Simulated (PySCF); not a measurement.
## BeCl: frontier orbitals

PBE0 at R = 1.816 Å; PySCF, no relativity, basis sets Be def2-TZVP, Cl def2-TZVP. State: ²Σ⁺ (doublet), unpaired electrons σ ↑. Only the outer orbitals are listed, counted within each symmetry.

| spin | orbital | occ. | ε (eV) | on Be (%) | main shells (%) |
| --- | --- | --- | --- | --- | --- |
| α | 5σ | 1 | -22.88 | 8 | 91 Cl s |
| α | 6σ | 1 | -11.48 | 21 | 75 Cl p, 14 Be s |
| α | 2π | 1 | -9.63 | 8 | 92 Cl p |
| α | 2π | 1 | -9.63 | 8 | 92 Cl p |
| α | 7σ | 1 | -6.34 | 97 | 66 Be s, 30 Be p |
| α | 3π | 0 | -1.13 | 94 | 93 Be p |
| α | 3π | 0 | -1.13 | 94 | 93 Be p |
| α | 8σ | 0 | 0.83 | 101 | 90 Be s, 10 Be p |
| β | 5σ | 1 | -22.83 | 8 | 91 Cl s |
| β | 6σ | 1 | -11.32 | 20 | 77 Cl p, 12 Be s |
| β | 2π | 1 | -9.62 | 7 | 93 Cl p |
| β | 2π | 1 | -9.62 | 7 | 93 Cl p |
| β | 7σ | 0 | -2.14 | 97 | 80 Be s, 16 Be p |
| β | 3π | 0 | 0.00 | 95 | 96 Be p |
| β | 3π | 0 | 0.00 | 95 | 96 Be p |

Question: Which are the highest filled and the lowest empty level, where do they sit, and how wide is the gap?

Answer: Highest filled α 7σ at -6.34 eV (in %: 66 Be s, 30 Be p); lowest empty β 7σ at -2.14 eV (in %: 80 Be s, 16 Be p); the gap at PBE0 is 4.20 eV.

```
bond order (Mayer)                               : 1.34
⟨S²⟩                                             : 0.751
charge on Be (Mulliken, basis-dependent)         : 0.16
charge on Be (Löwdin, basis-dependent)           : -0.25
dipole moment (positive dipole means Be(−)Cl(+)) : -0.83 D
polarisability along the bond                    : 37.0 bohr³
polarisability across the bond                   : 36.2 bohr³
```

Shares are Mulliken populations and can fall outside 0 to 100 %.

The state is the lowest determinant that a PBE0 search found; another state may lie lower at other levels.
